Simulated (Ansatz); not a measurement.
stibine (SMILES [SbH3]) moved off its minimum; all values from Ansatz (a quantum-chemistry and plane-wave program), cores frozen in correlated methods. Elements past Kr take the def2 small-core potentials, without spin–orbit coupling.
(charge 0, multiplicity 1)
```xyz
4

Sb     0.0246     0.0719    -0.0810
H     -0.9199    -1.1435    -0.9414
H     -0.3770     1.3948    -0.8960
H      1.4125    -0.1723    -0.7446
```

Forces at wB97M-V/def2-TZVPP (eV/Å):

| atom | Fx | Fy | Fz |
|---|---|---|---|
| Sb1 | -2.475 | -1.453 | 2.470 |
| H2 | 0.615 | 0.807 | 0.127 |
| H3 | -0.409 | 1.105 | -1.130 |
| H4 | 2.269 | -0.459 | -1.467 |

**Question.** Give the forces (eV/Å), the total energy and the dipole at CCSD(T)/def2-TZVPPD.

**Answer.** 
```tsv
atom	Fx	Fy	Fz
Sb1	-2.567	-1.484	2.844
H2	0.492	0.651	0.022
H3	-0.487	1.345	-1.269
H4	2.561	-0.513	-1.597
```
Energy -241.1392 hartree, dipole 0.37 D.
